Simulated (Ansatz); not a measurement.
Nudged elastic band run: CH$_{5}$AlFNSSi

The input (input.yaml):

```yaml
crystal:
  periodic: [false, false, false]
  atoms:
    - { symbol: F, position_ang: [-0.976489, 1.007905, 3.297871] }
    - { symbol: Al, position_ang: [-0.520413, 0.646692, 1.735649] }
    - { symbol: Si, position_ang: [0.548923, -1.212742, 0.587813] }
    - { symbol: "N", position_ang: [0.054855, -0.589206, -1.000562] }
    - { symbol: C, position_ang: [0.031106, 0.821871, -1.221558] }
    - { symbol: S, position_ang: [-0.989837, 1.907494, 0.021075] }
    - { symbol: H, position_ang: [2.036882, -1.30421, 0.691282] }
    - { symbol: H, position_ang: [-0.022033, -2.583711, 0.720401] }
    - { symbol: H, position_ang: [-0.73206, -1.068626, -1.430862] }
    - { symbol: H, position_ang: [-0.408802, 1.069706, -2.195979] }
    - { symbol: H, position_ang: [1.043367, 1.247928, -1.18453] }
basis:
  gaussian: { orbitals: def2-SVP }
hamiltonian:
  xc: b3lyp
  dispersion: d4
neb:
  order_check: false
  images: 7
  f_tol: 0.05
  max_iterations: 60
  optimiser: fire
  climbing: true
  final_atoms:
    - { symbol: F, position_ang: [-1.37112515, 1.09681432, 3.17808291] }
    - { symbol: Al, position_ang: [-0.61182108, 0.50021394, 1.81268569] }
    - { symbol: Si, position_ang: [1.01363258, -1.1915495, 1.11188579] }
    - { symbol: "N", position_ang: [0.32769654, -0.66108579, -0.79139197] }
    - { symbol: C, position_ang: [0.23311687, 0.80507089, -1.05015184] }
    - { symbol: S, position_ang: [-1.10529376, 1.60841756, -0.09276257] }
    - { symbol: H, position_ang: [0.99080552, -1.07922605, -1.45121205] }
    - { symbol: H, position_ang: [-0.07283539, -2.26937146, 1.19209794] }
    - { symbol: H, position_ang: [-0.5834397, -1.09335183, -0.97185539] }
    - { symbol: H, position_ang: [0.0308038, 0.98927232, -2.11580125] }
    - { symbol: H, position_ang: [1.21395877, 1.2378966, -0.80097725] }
  initial_path:
    images:
      - { positions_ang: [[-0.976489, 1.007905, 3.297871], [-0.520413, 0.646692, 1.735649], [0.548923, -1.212742, 0.587813], [0.054855, -0.589206, -1.000562], [0.031106, 0.821871, -1.221558], [-0.989837, 1.907494, 0.021075], [2.036882, -1.30421, 0.691282], [-0.022033, -2.583711, 0.720401], [-0.73206, -1.068626, -1.430862], [-0.408802, 1.069706, -2.195979], [1.043367, 1.247928, -1.18453]] }
      - { positions_ang: [[-1.06505723, 0.8731841, 3.26340729], [-0.44797643, 0.68373851, 1.74927494], [0.56397928, -1.16952904, 0.62054948], [0.08711822, -0.60786468, -0.98613148], [0.06831014, 0.80720078, -1.21532002], [-0.98922162, 1.86522553, -0.01349478], [1.8607193, -1.22792072, 0.42225724], [0.00401904, -2.50725665, 0.84117662], [-0.77110423, -1.04064556, -1.31913907], [-0.32875934, 1.04548153, -2.20068701], [1.08347187, 1.2214872, -1.14129321]] }
      - { positions_ang: [[-1.15362546, 0.7384632, 3.22894358], [-0.37553986, 0.72078503, 1.76290087], [0.57903557, -1.12631608, 0.65328596], [0.11938145, -0.62652335, -0.97170097], [0.10551427, 0.79253055, -1.20908203], [-0.98860623, 1.82295707, -0.04806456], [1.6845566, -1.15163144, 0.15323249], [0.03007109, -2.43080231, 0.96195225], [-0.81014847, -1.01266512, -1.20741614], [-0.24871668, 1.02125705, -2.20539502], [1.12357674, 1.19504641, -1.09805643]] }
      - { positions_ang: [[-1.24219369, 0.6037423, 3.19447987], [-0.30310329, 0.75783154, 1.77652681], [0.59409185, -1.08310312, 0.68602244], [0.15164467, -0.64518203, -0.95727045], [0.14271841, 0.77786033, -1.20284405], [-0.98799085, 1.7806886, -0.08263435], [1.50839389, -1.07534217, -0.11579227], [0.05612313, -2.35434796, 1.08272787], [-0.8491927, -0.98468468, -1.09569321], [-0.16867402, 0.99703258, -2.21010302], [1.1636816, 1.16860561, -1.05481964]] }
      - { positions_ang: [[-1.33076192, 0.4690214, 3.16001616], [-0.23066672, 0.79487806, 1.79015275], [0.60914813, -1.03989016, 0.71875892], [0.18390789, -0.66384071, -0.94283994], [0.17992255, 0.7631901, -1.19660606], [-0.98737547, 1.73842014, -0.11720413], [1.33223119, -0.99905289, -0.38481703], [0.08217517, -2.27789362, 1.20350349], [-0.88823694, -0.95670424, -0.98397028], [-0.08863136, 0.97280811, -2.21481103], [1.20378647, 1.14216481, -1.01158285]] }
      - { positions_ang: [[-1.34085273, 0.62596963, 3.16453285], [-0.32595531, 0.72121203, 1.79578598], [0.71026924, -1.077805, 0.81704064], [0.21985505, -0.66315198, -0.90497795], [0.19322113, 0.7736603, -1.15999251], [-1.01685504, 1.70591949, -0.11109374], [1.24687477, -1.01909618, -0.65141578], [0.04342253, -2.27576308, 1.2006521], [-0.81203763, -0.99086614, -0.98094155], [-0.05877257, 0.97692416, -2.19005859], [1.20632954, 1.16609776, -0.95893145]] }
      - { positions_ang: [[-1.35094353, 0.78291786, 3.16904953], [-0.4212439, 0.647546, 1.80141922], [0.81139035, -1.11571983, 0.91532235], [0.25580222, -0.66246325, -0.86711596], [0.20651971, 0.78413049, -1.12337895], [-1.04633461, 1.67341885, -0.10498335], [1.16151836, -1.03913947, -0.91801454], [0.00466989, -2.27363254, 1.19780071], [-0.73583832, -1.02502804, -0.97791283], [-0.02891378, 0.98104021, -2.16530614], [1.20887262, 1.19003071, -0.90628005]] }
      - { positions_ang: [[-1.36103434, 0.93986609, 3.17356622], [-0.51653249, 0.57387997, 1.80705245], [0.91251147, -1.15363467, 1.01360407], [0.29174938, -0.66177452, -0.82925397], [0.21981829, 0.79460069, -1.0867654], [-1.07581418, 1.6409182, -0.09887296], [1.07616194, -1.05918276, -1.18461329], [-0.03408275, -2.271502, 1.19494933], [-0.65963901, -1.05918994, -0.97488411], [0.00094501, 0.98515627, -2.1405537], [1.21141569, 1.21396366, -0.85362865]] }
      - { positions_ang: [[-1.37112515, 1.09681432, 3.17808291], [-0.61182108, 0.50021394, 1.81268569], [1.01363258, -1.1915495, 1.11188579], [0.32769654, -0.66108579, -0.79139197], [0.23311687, 0.80507089, -1.05015184], [-1.10529376, 1.60841756, -0.09276257], [0.99080552, -1.07922605, -1.45121205], [-0.07283539, -2.26937146, 1.19209794], [-0.5834397, -1.09335183, -0.97185539], [0.0308038, 0.98927232, -2.11580125], [1.21395877, 1.2378966, -0.80097725]] }
```

Launched with:

```bash
$ ansatz run input.yaml --threads 2 --pin off --max-ram 3072MiB --backend cpu --events-out ev --progress --plain --runs-dir out
```

Output, in part (warnings, iteration lines):

```
NEB end point (image 0): max|allowed force component| = 1.043e-2 eV/Å (the criterion of neb.relax_end_points is 1.000e-2)
NEB end point (image 8): max|allowed force component| = 1.550e-2 eV/Å (the criterion of neb.relax_end_points is 1.000e-2)
NEB iter   1: max|band force component| = 8.389e0 eV/Å  barrier→ = 4.8253 eV  barrier← = 3.9285 eV  Δτ_max = 0.1414 Å  (251 SCF iters)
NEB iter   2: max|band force component| = 3.192e0 eV/Å  barrier→ = 3.4490 eV  barrier← = 2.5522 eV  Δτ_max = 0.0116 Å  (216 SCF iters)
NEB iter   3: max|band force component| = 2.495e0 eV/Å  barrier→ = 3.3478 eV  barrier← = 2.4510 eV  Δτ_max = 0.0201 Å  (206 SCF iters)
NEB iter   4: max|band force component| = 2.371e0 eV/Å  barrier→ = 3.1788 eV  barrier← = 2.2820 eV  Δτ_max = 0.0295 Å  (211 SCF iters)
NEB iter   5: max|band force component| = 2.028e0 eV/Å  barrier→ = 3.0956 eV  barrier← = 2.1988 eV  Δτ_max = 0.0082 Å  (210 SCF iters)
NEB iter   6: max|band force component| = 1.906e0 eV/Å  barrier→ = 3.0757 eV  barrier← = 2.1789 eV  Δτ_max = 0.0160 Å  (184 SCF iters)
NEB iter   7: max|band force component| = 1.689e0 eV/Å  barrier→ = 3.0396 eV  barrier← = 2.1428 eV  Δτ_max = 0.0231 Å  (203 SCF iters)
NEB iter   8: max|band force component| = 1.519e0 eV/Å  barrier→ = 2.9929 eV  barrier← = 2.0961 eV  Δτ_max = 0.0060 Å  (211 SCF iters)
NEB iter   9: max|band force component| = 1.481e0 eV/Å  barrier→ = 2.9802 eV  barrier← = 2.0834 eV  Δτ_max = 0.0118 Å  (170 SCF iters)
NEB iter  10: max|band force component| = 1.406e0 eV/Å  barrier→ = 2.9565 eV  barrier← = 2.0597 eV  Δτ_max = 0.0171 Å  (183 SCF iters)
NEB iter  11: max|band force component| = 1.294e0 eV/Å  barrier→ = 2.9247 eV  barrier← = 2.0279 eV  Δτ_max = 0.0217 Å  (205 SCF iters)
NEB iter  12: max|band force component| = 1.148e0 eV/Å  barrier→ = 2.8881 eV  barrier← = 1.9913 eV  Δτ_max = 0.0260 Å  (205 SCF iters)
NEB iter  13: max|band force component| = 9.734e-1 eV/Å  barrier→ = 2.8503 eV  barrier← = 1.9535 eV  Δτ_max = 0.0298 Å  (214 SCF iters)
NEB iter  14: max|band force component| = 7.782e-1 eV/Å  barrier→ = 2.8144 eV  barrier← = 1.9176 eV  Δτ_max = 0.0366 Å  (214 SCF iters)
NEB iter  15: max|band force component| = 5.985e-1 eV/Å  barrier→ = 2.7798 eV  barrier← = 1.8830 eV  Δτ_max = 0.0433 Å  (215 SCF iters)
NEB iter  16: max|band force component| = 5.051e-1 eV/Å  barrier→ = 2.7498 eV  barrier← = 1.8530 eV  Δτ_max = 0.0492 Å  (213 SCF iters)
NEB iter  17: max|band force component| = 4.821e-1 eV/Å  barrier→ = 2.7268 eV  barrier← = 1.8300 eV  CI = image 5  Δτ_max = 0.0530 Å  (215 SCF iters)
NEB iter  18: max|band force component| = 5.372e-1 eV/Å  barrier→ = 2.7129 eV  barrier← = 1.8161 eV  CI = image 5  Δτ_max = 0.0047 Å  (215 SCF iters)
NEB iter  19: max|band force component| = 5.011e-1 eV/Å  barrier→ = 2.7087 eV  barrier← = 1.8119 eV  CI = image 5  Δτ_max = 0.0091 Å  (173 SCF iters)
NEB iter  20: max|band force component| = 4.508e-1 eV/Å  barrier→ = 2.7016 eV  barrier← = 1.8048 eV  CI = image 5  Δτ_max = 0.0036 Å  (177 SCF iters)
NEB iter  21: max|band force component| = 3.762e-1 eV/Å  barrier→ = 2.6987 eV  barrier← = 1.8019 eV  CI = image 5  Δτ_max = 0.0072 Å  (169 SCF iters)
NEB iter  22: max|band force component| = 3.597e-1 eV/Å  barrier→ = 2.6937 eV  barrier← = 1.7969 eV  CI = image 5  Δτ_max = 0.0103 Å  (176 SCF iters)
NEB iter  23: max|band force component| = 3.370e-1 eV/Å  barrier→ = 2.6872 eV  barrier← = 1.7904 eV  CI = image 5  Δτ_max = 0.0129 Å  (176 SCF iters)
NEB iter  24: max|band force component| = 3.061e-1 eV/Å  barrier→ = 2.6803 eV  barrier← = 1.7835 eV  CI = image 5  Δτ_max = 0.0149 Å  (189 SCF iters)
NEB iter  25: max|band force component| = 3.343e-1 eV/Å  barrier→ = 2.6734 eV  barrier← = 1.7766 eV  CI = image 5  Δτ_max = 0.0159 Å  (195 SCF iters)
NEB iter  26: max|band force component| = 2.483e-1 eV/Å  barrier→ = 2.6667 eV  barrier← = 1.7699 eV  CI = image 5  Δτ_max = 0.0196 Å  (192 SCF iters)
NEB iter  27: max|band force component| = 2.951e-1 eV/Å  barrier→ = 2.6589 eV  barrier← = 1.7620 eV  CI = image 5  Δτ_max = 0.0233 Å  (210 SCF iters)
NEB iter  28: max|band force component| = 3.237e-1 eV/Å  barrier→ = 2.6495 eV  barrier← = 1.7527 eV  CI = image 5  Δτ_max = 0.0272 Å  (207 SCF iters)
NEB iter  29: max|band force component| = 3.218e-1 eV/Å  barrier→ = 2.6383 eV  barrier← = 1.7415 eV  CI = image 5  Δτ_max = 0.0312 Å  (207 SCF iters)
NEB iter  30: max|band force component| = 2.823e-1 eV/Å  barrier→ = 2.6265 eV  barrier← = 1.7297 eV  CI = image 5  Δτ_max = 0.0405 Å  (208 SCF iters)
NEB iter  31: max|band force component| = 2.127e-1 eV/Å  barrier→ = 2.6155 eV  barrier← = 1.7187 eV  CI = image 5  Δτ_max = 0.0483 Å  (208 SCF iters)
NEB iter  32: max|band force component| = 3.671e-1 eV/Å  barrier→ = 2.6055 eV  barrier← = 1.7087 eV  CI = image 5  Δτ_max = 0.0523 Å  (208 SCF iters)
NEB iter  33: max|band force component| = 8.416e-1 eV/Å  barrier→ = 2.5963 eV  barrier← = 1.6995 eV  CI = image 5  Δτ_max = 0.0249 Å  (214 SCF iters)
NEB iter  34: max|band force component| = 1.841e0 eV/Å  barrier→ = 2.5954 eV  barrier← = 1.6986 eV  CI = image 5  Δτ_max = 0.0135 Å  (196 SCF iters)
NEB iter  35: max|band force component| = 4.251e-1 eV/Å  barrier→ = 2.5936 eV  barrier← = 1.6968 eV  CI = image 5  Δτ_max = 0.0164 Å  (184 SCF iters)
NEB iter  36: max|band force component| = 1.274e0 eV/Å  barrier→ = 2.5933 eV  barrier← = 1.6965 eV  CI = image 5  Δτ_max = 0.0023 Å  (187 SCF iters)
NEB iter  37: max|band force component| = 1.021e0 eV/Å  barrier→ = 2.5930 eV  barrier← = 1.6962 eV  CI = image 5  Δτ_max = 0.0042 Å  (151 SCF iters)
NEB iter  38: max|band force component| = 5.677e-1 eV/Å  barrier→ = 2.5926 eV  barrier← = 1.6957 eV  CI = image 5  Δτ_max = 0.0052 Å  (155 SCF iters)
NEB iter  39: max|band force component| = 1.448e-1 eV/Å  barrier→ = 2.5921 eV  barrier← = 1.6953 eV  CI = image 5  Δτ_max = 0.0047 Å  (155 SCF iters)
NEB iter  40: max|band force component| = 5.092e-1 eV/Å  barrier→ = 2.5918 eV  barrier← = 1.6950 eV  CI = image 5  Δτ_max = 0.0002 Å  (157 SCF iters)
NEB iter  41: max|band force component| = 4.852e-1 eV/Å  barrier→ = 2.5918 eV  barrier← = 1.6950 eV  CI = image 5  Δτ_max = 0.0005 Å  (133 SCF iters)
NEB iter  42: max|band force component| = 4.384e-1 eV/Å  barrier→ = 2.5918 eV  barrier← = 1.6949 eV  CI = image 5  Δτ_max = 0.0007 Å  (138 SCF iters)
NEB iter  43: max|band force component| = 3.713e-1 eV/Å  barrier→ = 2.5917 eV  barrier← = 1.6949 eV  CI = image 5  Δτ_max = 0.0008 Å  (141 SCF iters)
NEB iter  44: max|band force component| = 2.875e-1 eV/Å  barrier→ = 2.5916 eV  barrier← = 1.6948 eV  CI = image 5  Δτ_max = 0.0009 Å  (141 SCF iters)
NEB iter  45: max|band force component| = 1.920e-1 eV/Å  barrier→ = 2.5915 eV  barrier← = 1.6947 eV  CI = image 5  Δτ_max = 0.0010 Å  (144 SCF iters)
NEB iter  46: max|band force component| = 1.490e-1 eV/Å  barrier→ = 2.5914 eV  barrier← = 1.6945 eV  CI = image 5  Δτ_max = 0.0011 Å  (143 SCF iters)
NEB iter  47: max|band force component| = 1.444e-1 eV/Å  barrier→ = 2.5912 eV  barrier← = 1.6944 eV  CI = image 5  Δτ_max = 0.0010 Å  (141 SCF iters)
NEB iter  48: max|band force component| = 1.397e-1 eV/Å  barrier→ = 2.5910 eV  barrier← = 1.6942 eV  CI = image 5  Δτ_max = 0.0013 Å  (144 SCF iters)
NEB iter  49: max|band force component| = 2.000e-1 eV/Å  barrier→ = 2.5908 eV  barrier← = 1.6940 eV  CI = image 5  Δτ_max = 0.0016 Å  (145 SCF iters)
NEB iter  50: max|band force component| = 2.441e-1 eV/Å  barrier→ = 2.5905 eV  barrier← = 1.6937 eV  CI = image 5  Δτ_max = 0.0019 Å  (144 SCF iters)
NEB iter  51: max|band force component| = 2.357e-1 eV/Å  barrier→ = 2.5901 eV  barrier← = 1.6933 eV  CI = image 5  Δτ_max = 0.0024 Å  (145 SCF iters)
NEB iter  52: max|band force component| = 1.659e-1 eV/Å  barrier→ = 2.5897 eV  barrier← = 1.6929 eV  CI = image 5  Δτ_max = 0.0029 Å  (148 SCF iters)
NEB iter  53: max|band force component| = 1.299e-1 eV/Å  barrier→ = 2.5891 eV  barrier← = 1.6923 eV  CI = image 5  Δτ_max = 0.0036 Å  (152 SCF iters)
NEB iter  54: max|band force component| = 1.318e-1 eV/Å  barrier→ = 2.5885 eV  barrier← = 1.6917 eV  CI = image 5  Δτ_max = 0.0044 Å  (157 SCF iters)
NEB iter  55: max|band force component| = 2.103e-1 eV/Å  barrier→ = 2.5878 eV  barrier← = 1.6909 eV  CI = image 5  Δτ_max = 0.0053 Å  (160 SCF iters)
NEB iter  56: max|band force component| = 2.033e-1 eV/Å  barrier→ = 2.5869 eV  barrier← = 1.6901 eV  CI = image 5  Δτ_max = 0.0063 Å  (163 SCF iters)
NEB iter  57: max|band force component| = 1.174e-1 eV/Å  barrier→ = 2.5858 eV  barrier← = 1.6890 eV  CI = image 5  Δτ_max = 0.0076 Å  (169 SCF iters)
NEB iter  58: max|band force component| = 1.170e-1 eV/Å  barrier→ = 2.5846 eV  barrier← = 1.6878 eV  CI = image 5  Δτ_max = 0.0090 Å  (170 SCF iters)
NEB iter  59: max|band force component| = 1.685e-1 eV/Å  barrier→ = 2.5832 eV  barrier← = 1.6864 eV  CI = image 5  Δτ_max = 0.0106 Å  (168 SCF iters)
NEB iter  60: max|band force component| = 8.797e-2 eV/Å  barrier→ = 2.5816 eV  barrier← = 1.6848 eV  CI = image 5  Δτ_max = 0.0124 Å  (170 SCF iters)
Error: NEB band did not converge after 60 iterations: max|band force component| = 8.80e-2 eV/Å (threshold 5.0e-2); raise `neb.max_iterations` in a new run, which can start from the last band evaluated (`neb.initial_path`, with `crystal.atoms` and `neb.final_atoms` set to its first and last images), …
```

The run ended unconverged. The band didn't meet its force threshold, so its energies are provisional: the largest band force was still 0.09 eV/Å, and over the last iterations the top stayed at 2.58 eV. The orbitals stay closed-shell, which can raise the energy where a bond breaks towards radicals; this wasn't checked here.

Final band (atoms are numbered from 1 in the order of the input):

```csv
image,path coordinate (Å),energy (eV),Si3–H7 (Å),N4–H7 (Å)
0,0.00,0.00,1.49,2.70
1,0.40,0.02,1.49,2.66
2,0.79,0.16,1.49,2.55
3,1.21,0.61,1.48,2.27
4,1.64,1.68,1.49,1.88
5,2.08,2.58,1.62,1.43
6,2.54,1.58,1.97,1.07
7,2.99,1.00,2.38,1.02
8,3.42,0.90,2.57,1.02
```

The run took 29 min on 2 threads of Arm Neoverse V1, with other jobs on the host, peak memory 0.31 GiB.
